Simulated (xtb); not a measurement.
F3In, singlet, from a rough starting geometry (GFN-xTB shapes and energies of metal compounds can be far from the true ones); GFN2-xTB in xtb.

xtb was given this input:
```
$ xtb mol.xyz --gfn 2 --opt vtight --json

# file mol.xyz
4

In    -0.01643225    -0.00083315    -0.00645999
F     -1.64942722    -1.06852728     0.00756209
F      0.05228798     1.85305683    -0.71580287
F      1.65447105    -0.84627446     0.60132918
```

It wrote (shortened):

```
   ID    Z sym.   atoms
    1   49 In     1
    2    9 F      2-4

           -------------------------------------------------
          |                Calculation Setup                |
           -------------------------------------------------

           -------------------------------------------------
          |                 G F N 2 - x T B                 |
           -------------------------------------------------

          ...................................................
          :                      SETUP                      :
          :.................................................:
          :  # basis functions                  22          :
          :  # atomic orbitals                  21          :
          :  # shells                            9          :
          :  # electrons                        24          :
          :  max. iterations                   250          :
          :  Hamiltonian                  GFN2-xTB          :
          :  restarted?                      false          :
          :  GBSA solvation                  false          :
          :  PC potential                    false          :
          :  electronic temp.          300.0000000     K    :
          :  accuracy                    1.0000000          :
          :  -> integral cutoff          0.2500000E+02      :
          :  -> integral neglect         0.1000000E-07      :
          :  -> SCF convergence          0.1000000E-05 Eh   :
          :  -> wf. convergence          0.1000000E-03 e    :
          :  Broyden damping             0.4000000          :
          :  net charge                          0          :
          :  unpaired electrons                  0          :
          ...................................................

 iter      E             dE          RMSdq      gap      omega  full diag
   1    -15.4801186 -0.154801E+02  0.185E+01    2.19       0.0  T
   2    -15.4930826 -0.129640E-01  0.122E+01    2.68       1.0  T
   3    -15.4736983  0.193843E-01  0.263E+00    2.20       1.0  T
   4    -15.4962711 -0.225728E-01  0.270E-01    2.55       1.0  T
   5    -15.4964032 -0.132165E-03  0.118E-01    2.59       1.0  T
   6    -15.4963975  0.577763E-05  0.798E-02    2.60       1.0  T
   7    -15.4964073 -0.980662E-05  0.118E-02    2.59       4.3  T
   8    -15.4964073 -0.199514E-07  0.696E-03    2.59       7.2  T
   9    -15.4964073 -0.251127E-07  0.186E-03    2.59      26.8  T
[...]
         :: total energy             -15.491892514130 Eh    ::
 * total energy  :   -15.4918925 Eh     change       -0.1973532E-11 Eh
 * total energy  :   -15.4919691 Eh     change       -0.7662112E-04 Eh
 * total energy  :   -15.4920213 Eh     change       -0.5217554E-04 Eh
 * total energy  :   -15.4920420 Eh     change       -0.2067808E-04 Eh
 * total energy  :   -15.4920437 Eh     change       -0.1677363E-05 Eh
 * total energy  :   -15.4920448 Eh     change       -0.1154747E-05 Eh
 * total energy  :   -15.4920448 Eh     change       -0.1115947E-07 Eh
   *** GEOMETRY OPTIMIZATION CONVERGED AFTER 7 ITERATIONS ***
         :: total energy             -15.492044832140 Eh    ::
[...]
        20                          0.4620975              12.5743
        21                          0.4621842              12.5767
      -------------------------------------------------------------
                  HL-Gap            0.0967830 Eh            2.6336 eV
             Fermi-level           -0.4878699 Eh          -13.2756 eV

     #   Z          covCN         q      C6AA      α(0)
     1  49 In       2.062     0.565   337.225    40.272
     2   9 F        0.687    -0.188    11.129     3.939
     3   9 F        0.687    -0.188    11.129     3.939
     4   9 F        0.687    -0.188    11.129     3.939

 Mol. C6AA /au·bohr⁶  :        761.677212
 Mol. C8AA /au·bohr⁸  :      67893.944129
 Mol. α(0) /au        :         52.087462

Wiberg/Mayer (AO) data.
largest (>0.10) Wiberg bond orders for each atom

 ---------------------------------------------------------------------------
     #   Z sym  total        # sym  WBO       # sym  WBO       # sym  WBO
 ---------------------------------------------------------------------------
     1  49 In   2.864 --     2 F    0.955     3 F    0.955     4 F    0.955
     2   9 F    1.305 --     1 In   0.955     4 F    0.175     3 F    0.175
     3   9 F    1.305 --     1 In   0.955     2 F    0.175     4 F    0.175
     4   9 F    1.305 --     1 In   0.955     2 F    0.175     3 F    0.175
 ---------------------------------------------------------------------------

Topologies differ in total number of bonds
Writing topology from bond orders to xtbtopo.mol

molecular dipole:
                 x           y           z       tot (Debye)
 q only:       -0.000       0.000       0.000
   full:       -0.000       0.000       0.000       0.001
molecular quadrupole (traceless):
                xx          xy          yy          xz          yz          zz
 q only:       -1.736      -0.373      -1.279      -1.015       1.816       3.015
  q+dip:       -2.259      -0.485      -1.664      -1.320       2.363       3.922
   full:       -3.672      -0.788      -2.705      -2.146       3.841       6.377

optimized geometry written to: xtbopt.xyz

           -------------------------------------------------
          | TOTAL ENERGY              -15.492044832140 Eh   |
          | GRADIENT NORM               0.000010703384 Eh/α |
          | HOMO-LUMO GAP               2.633598810450 eV   |
           -------------------------------------------------

normal termination of xtb
```
